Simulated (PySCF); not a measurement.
BCl2(NMe2), C2H6BCl2N.
InChI=1S/C2H6BCl2N/c1-6(2)3(4)5/h1-2H3

Theory: TDDFT wB97X-D/def2-SVPD, vertical, gas phase, core orbitals frozen in the response (PySCF 2.14.0, density-fitted response routines). Geometry: PBE0-D3(BJ)/def2-SVP; no solvent, vibrations or thermal averaging.

Broadening: Gaussians 0.25 eV wide at half height, area fixed by f = 4.319×10⁻⁹ ∫ε dν̃. The width is an assumption, not a result. The curve ends short of the highest state used, and states not computed would add to its high-energy end.

(λ (nm), ε (L mol⁻¹ cm⁻¹)): (151.3, 7984), (152.5, 3378), (153.6, 1241), (154.8, 345), (156.0, 80), (157.1, 18), (158.3, 3), (159.5, 0), (160.7, 0), (161.8, 0), (163.0, 1), (164.2, 9), (165.4, 64), (166.5, 302), (167.7, 1279), (168.9, 4159), (170.0, 9803), (171.2, 19766), (172.4, 31519), (173.6, 40144), (174.7, 41469), (175.9, 35253), (177.1, 24594), (178.3, 14202), (179.4, 7324), (180.6, 3013), (181.8, 1050), (183.0, 313), (184.1, 90), (185.3, 20)

Problem. Where are the band maxima, and which computed states make them?

Solution. 174 nm (7.11 eV), ε about 42000, made up of S2 (92%) (ε in L mol⁻¹ cm⁻¹; maxima over ε = 5, shares over 10%). At its high-energy end, 8.20 eV, the curve is still rising (ε about 8500, from S4 and S8). The states used: S1 7.07 eV (f 0.033); S2 7.12 eV (f 0.358); S3 7.38 eV (f 0.0000); S4 8.19 eV (f 0.0076); S5 8.21 eV (f 0.0000); S6 8.23 eV (f 0.0011); S7 8.32 eV (f 0.0002); S8 8.34 eV (f 0.158); S9 8.75 eV (f 0.0000); S10 8.80 eV (f 0.0081).

Problem. Coming from long wavelengths, where does ε first pass 100 L mol⁻¹ cm⁻¹?

Solution. At about 184 nm (6.74 eV), 0.33 eV below S1.

Problem. What would ε be at 7.11 eV, the highest of these maxima, with half the width (0.125 eV)?

Solution. About 81900 L mol⁻¹ cm⁻¹ against 41800, a factor of about 1.96; a lone state at its own centre would give exactly 2.
